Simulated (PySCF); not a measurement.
C2H3O3, SMILES COC([O])=O (connectivity only; charge and spin as stated), charge -1, multiplicity 1. Atoms are numbered in the order given.

```xyz
8

C     -0.0339    -1.7584     0.0000
O     -0.7432    -0.5474     0.0000
C      0.0618     0.6591     0.0000
O     -0.6267     1.6862     0.0000
O      1.2928     0.4719     0.0000
H      0.6152    -1.8599    -0.8878
H      0.6152    -1.8599     0.8878
H     -0.7808    -2.5698     0.0000
```
Charge -1, spin multiplicity 1.

Coordinates come from a B3LYP-D3(BJ)/def2-SVPD optimisation. The spin state was assumed, not searched. The isomer is the one that the SMILES or the coordinates give; other isomers of the formula were not compared.

Two levels are set side by side: PBE/pcSseg-1 (PySCF) and HF/pcSseg-1 (PySCF). GIAO shifts against H2O (¹⁷O), TMS (¹H), TMS (¹³C) at the same level; non-relativistic, no solvent, atoms listed together averaged. Differences are taken from unrounded values.

```
quantity               HF
------------------  -----
δ(¹³C) of C1 (ppm)   50.2
δ(¹⁷O) of O2 (ppm)  111.1
δ(¹³C) of C3 (ppm)  165.3
```

Task: What does PBE give, and how far is it from HF? (An estimate is asked for; the answer gives what the named calculation found.)

Result: 
```csv
quantity,PBE,PBE minus HF
δ(¹³C) of C1 (ppm),55.2,5.0
δ(¹⁷O) of O2 (ppm),153.2,42.1
δ(¹³C) of C3 (ppm),159.4,-5.9
```

Rough cost on one machine, each run with all the roots and properties that it gave: HF against PBE within a factor of 2.
